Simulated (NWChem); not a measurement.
# SiHOBr, singlet; SMILES O[Si]Br

```xyz
4

Si     0.6796     1.1598     0.0000
Br    -0.0668    -0.9944     0.0000
O     -0.8082     1.9550     0.0000
H     -0.7090     2.9278     0.0000
```
Atoms are numbered in this order, from 1.

Results from NWChem. Low-valent species are run as closed-shell singlets; no triplet was tried in these runs. Coordinates come from a PBE-D3(BJ)/def2-SVP optimisation. Ions are spin-unrestricted doublets at the neutral geometry; other ion states weren't tried.

For level PBE/def2-SVPD:

vertical ionisation energy, ΔSCF (eV): 9.44
−ε(HOMO) (eV): 6.37

Problem. Estimate the same quantities for level CAM-B3LYP/def2-SVPD.

Solution. The vertical ionisation energy, ΔSCF (eV) comes out as 9.76. The −ε(HOMO) (eV) is 8.72.
